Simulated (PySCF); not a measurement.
# Electron correlation in Be (beryllium, neutral)

[He] 2p2, high-spin 3P determinant (an excited configuration). All numbers are calculated (PySCF 2.14, the non-relativistic Hamiltonian (point nucleus), in aug-cc-pCVDZ (5s4p2d, 27 functions)). Frozen: 1s2; 2 electrons correlated.

With two correlated electrons CCSD is exact within the correlated space (frozen core and kept virtual orbitals).

```tsv
level	correlation energy (mhartree)
CCSD	-8.28
```

Diagnostics: T1 = 0.0028, D1 = 0.0040, largest double amplitude 0.067.

Q: Is a single reference adequate?

A: Yes: T1 lies below 0.03 and no double amplitude reaches 0.07.
